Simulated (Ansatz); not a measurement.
Geometry optimisation, Ansatz 0.2.0, RKS B3LYP/def2-SVP.

The input (input.yaml):

```yaml
crystal:
  periodic: [false, false, false]
  atoms:
    - { symbol: B, position_ang: [0.228154, -0.62389, -0.400768] }
    - { symbol: H, position_ang: [-0.082446, 0.161219, 1.845347] }
    - { symbol: Cl, position_ang: [1.570077, 0.440142, -0.798908] }
    - { symbol: F, position_ang: [-1.009757, -0.191941, -0.546795] }
    - { symbol: S, position_ang: [0.580348, -2.374001, 0.118084] }
    - { symbol: H, position_ang: [-0.722395, -2.70939, 0.276329] }
    - { symbol: H, position_ang: [0.141619, -0.518339, 1.901612] }
basis:
  gaussian: { orbitals: def2-SVP }
hamiltonian:
  xc: b3lyp
relax:
  f_tol: 0.03
  max_steps: 50
output:
  orbitals: {}
```

Run as:

```bash
$ ansatz run input.yaml --threads 1 --pin off --max-ram 2048MiB --backend cpu --events-out ev --progress --plain --runs-dir out
```

Q: Where does it end, and by what steps?

A: The forces met the threshold. The force dipped under the threshold on the way, but the program's further checks kept it going. After 22 steps the energy has fallen by 0.252 eV; H2 moved furthest, 1.05 Å.

```csv
step,energy less start (eV),largest force component (eV/Å),accepted
0,0.0000,1.736,yes
1,-0.1431,0.615,yes
2,-0.2038,0.480,yes
3,-0.2268,0.412,yes
4,-0.2396,0.321,yes
5,-0.2453,0.273,yes
6,-0.2414,0.556,no
7,-0.2479,0.053,yes
8,-0.2482,0.049,yes
9,-0.2485,0.027,yes
10,-0.2469,0.184,no
11,-0.2488,0.016,yes
12,-0.2489,0.049,yes
13,-0.2491,0.077,yes
14,-0.2493,0.104,yes
15,-0.2496,0.102,yes
16,-0.2498,0.115,yes
17,-0.2196,0.964,no
18,-0.2500,0.084,yes
19,-0.2511,0.016,yes
20,-0.2513,0.131,yes
21,-0.2518,0.081,yes
22,-0.2524,0.025,yes
```

```xyz
7
Properties=species:S:1:pos:R:3
B 0.286 -0.752 -0.825
H -0.239 0.317 2.875
Cl 1.634 0.246 -1.362
F -0.947 -0.312 -1.010
S 0.612 -2.343 -0.033
H -0.691 -2.651 0.174
H 0.052 -0.321 2.577
```

Whether the end is a true minimum wasn't checked by a vibrational analysis.

Run time: 79 s on 1 thread of Arm Neoverse V1 (shared host), peak memory 0.15 GiB.
